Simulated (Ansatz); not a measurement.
```yaml
crystal:
  periodic: [false, false, false]
  atoms:
    - {symbol: Se, position_ang: [-1.141935, -0.688034, -1.500035]}
    - {symbol: Se, position_ang: [-0.407929, 0.677582, 0.167589]}
    - {symbol: Se, position_ang: [1.512489, -0.013354, 1.276516]}
basis:
  gaussian: {orbitals: aug-cc-pVDZ}
total_charge: -1
magnetization: {spin_polarized: false, initial_magnetization: 1}
hamiltonian: {xc: {name: wPBEh}}
scf: {omitted_lower_state_checks: [starts]}
```

```sh
$ ansatz run in.yaml --threads 4 --pin off --events-out ev --progress --plain --max-ram 3916MiB
```

It prints (some lines left out):

```
Functional definition: wPBEh
  name "wPBEh"
  cite "Heyd, Scuseria & Ernzerhof, J. Chem. Phys. 118, 8207 (2003) doi:10.1063/1.1564060"
  cite "Krukau, Vydrov, Izmaylov & Scuseria, J. Chem. Phys. 125, 224106 (2006) doi:10.1063/1.2404663"
  cite "Heyd & Scuseria, J. Chem. Phys. 120, 7274 (2004) doi:10.1063/1.1668634"
  cite "Ernzerhof & Perdew, J. Chem. Phys. 109, 3313 (1998) doi:10.1063/1.476928"
  cite "Perdew, Burke & Ernzerhof, Phys. Rev. Lett. 77, 3865 (1996) doi:10.1103/PhysRevLett.77.3865"
  parent pbe
  parameter a = 0.25
  parameter omega = 0.11/bohr
  exchange = wpbe_x - a*pbe_x_sr(omega) + a*exact_x_sr(omega)
  correlation = pbe_c
these checks for a lower state are left out or cut short: starts
1227 factors; integrals over basis functions are off by at most 7.4e-4 eV
114 factors; integrals over basis functions are off by at most 6.3e-6 eV
mean field evaluation 1: about -196023.3208 eV, gradient 2.5e1 eV
mean field evaluation 2: about -196023.3198 eV, gradient 2.5e1 eV
mean field evaluation 4: about -196025.0683 eV, gradient 9.8e0 eV
mean field evaluation 8: about -196025.5011 eV, gradient 3.1e-1 eV
mean field evaluation 16: about -196025.5014 eV, gradient 2.9e-4 eV
mean field -196025.50138890 eV, -7203.8043051852 hartree, gradient 4.7e-5 eV, S^2 0.750000; 0 other end points of the search recorded, 0 dependent functions left out
reference -196025.50142998 eV, -7203.8043066946 hartree; 52, 51 occupied and 56, 57 virtual orbitals, 1227 factors
Total energy: -196025.50142998 eV, -7203.8043066946 hartree
Checks for a lower state left out: starts
```

Hardware: 4 threads of Arm Neoverse V1 on a shared host. Wall time 3.9 s.

With spin_polarized false and unpaired electrons the run is restricted open-shell.
